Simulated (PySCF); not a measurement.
BeF₂ (SMILES [F][Be][F]), singlet, at a GFN2-xTB geometry (such geometries of metal compounds can be far from the true shape). Base run: B3LYP/6-31G* in PySCF.

Input for PySCF:
```python
from pyscf import gto, scf, dft

mol = gto.M(
    atom='''
Be    0.00000000    0.00000000    0.00000000
F    -0.00000000   -0.00000000   -1.36953917
F     0.00000000    0.00000000    1.36953917
''',
    basis='6-31g*',
    verbose=4,
)

mf = dft.RKS(mol)
mf.xc = 'b3lyp'
mf.kernel()
```

The base run was repeated with changes; each row names its change, and settings that it needs were set with it.

| change | ΔE vs base (µEh) | fitting functions | outcome |
|---|---|---|---|
| base | 0.0 | - | converged |
| auxbasis = autoaux | -30.2 | 338 | converged |
| auxbasis = def2-universal-jkfit | -33.0 | 205 | converged |
| auxbasis = cc-pvdz-jkfit | - | - | input refused |
| auxbasis = even-tempered beta=3.0 | -178 | 206 | converged |
| auxbasis = def2-universal-jfit | 1902 | 147 | converged |
| only_dfj = on; auxbasis = def2-universal-jfit | -50.0 | 147 | converged |
| auxbasis = even-tempered beta=1.6 | 5.6 | 466 | converged |
| auxbasis = cc-pvqz-jkfit | - | - | input refused |
| exchange = seminumerical (SGX) (with mf = sgx.sgx_fit(mf, auxbasis='def2-universal-jfit'); with mf.with_df.dfj = True) | -57.3 | 147 | converged |

A fitting set is made for a task (jfit for Coulomb, jkfit for Coulomb and exchange, ri for correlation) and for a family of orbital bases.

- auxbasis = cc-pvdz-jkfit: ended with `pyscf.lib.exceptions.BasisNotFoundError: Basis set not found for Be in cc-pvdz-jkfit`
- auxbasis = cc-pvqz-jkfit: ended with `pyscf.lib.exceptions.BasisNotFoundError: Basis set not found for Be in cc-pvqz-jkfit`
